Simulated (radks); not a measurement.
Results of a calculation; reference values are marked as such.
Species: As. Configuration: [Ar] 3d10 4s2 4p3.

Level of theory: scalar-relativistic Kohn-Sham, r2SCAN, spin-polarised, spherical densities, finite nucleus; open shells are filled with parallel spins first; meta-GGA in the generalised Kohn-Sham scheme; Fermi nuclear charge, rms radius 4.0968 fm (a radial shooting solver on a logarithmic mesh with Libxc functionals).

Energy parts (hartree):
| part | energy |
|---|---|
| total | -2261.24757 |
| kinetic | 2304.84432 |
| electron-nucleus | -5450.83512 |
| Hartree | 968.79224 |
| exchange-correlation | -84.04901 |

Orbitals (lengths in bohr, moments of r in powers of bohr; <r^-3> diverges for s and p1/2; r(90%) holds 90 % of the orbital's charge):
orbital  occ.  eigenvalue (hartree)   <1/r>     <r^2>  r(90%)  <r^-3>
1s up       1             -431.8523   33.46  0.002788  0.0813       -
1s down     1             -431.8458   33.46  0.002788  0.0813       -
2s up       1             -55.09011   7.385   0.04838   0.313       -
2s down     1             -55.08962   7.385   0.04838   0.313       -
2p up       3             -48.23033   7.221   0.03846   0.289    1107
2p down     3             -48.22592   7.221   0.03846   0.289    1107
3s up       1              -7.18038   2.389    0.4108   0.891       -
3s down     1              -7.17521   2.387    0.4109   0.891       -
3p up       3              -5.03134   2.232    0.4467   0.945   153.0
3p down     3              -5.02517   2.231    0.4461   0.944   152.9
3d up       5              -1.51624   1.903    0.5868    1.14   16.81
3d down     5              -1.50560   1.911    0.5741    1.13   16.92
4s up       1              -0.58901  0.6692     4.417    2.95       -
4s down     1              -0.47481  0.6818     4.330    2.92       -
4p up       3              -0.23190  0.5228     7.244    3.84   8.467
4p down     0              -0.10831  0.5349     7.015    3.78   9.082

The highest occupied level is 4p up at -6.310 eV. The density falls to 0.001 e/bohr^3 at r = 4.33 bohr.
